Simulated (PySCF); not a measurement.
Scan of Cl3In, singlet: umbrella (inversion) coordinate, bond length relaxed. Scanned: angle between the In-Cl bonds and the threefold axis (90 = planar). Other coordinates (In-Cl bond length) were minimised at B3LYP/def2-TZVP.

Level of theory: PySCF with wB97X-V/def2-TZVP, def2 effective core potentials past Kr.

Scanned values (°): 90, 93, 96, 99, 102, 105, 108, 111, 114, 117, 120, 123, 126, 129, 132.

Task: Describe the profile: where are the wells and the tops?

Result: Lower than their neighbours: 90° (0.0 kJ/mol, end of the scan). Higher than their neighbours: 132° (362.8 kJ/mol, end of the scan). The whole profile spans 362.8 kJ/mol.
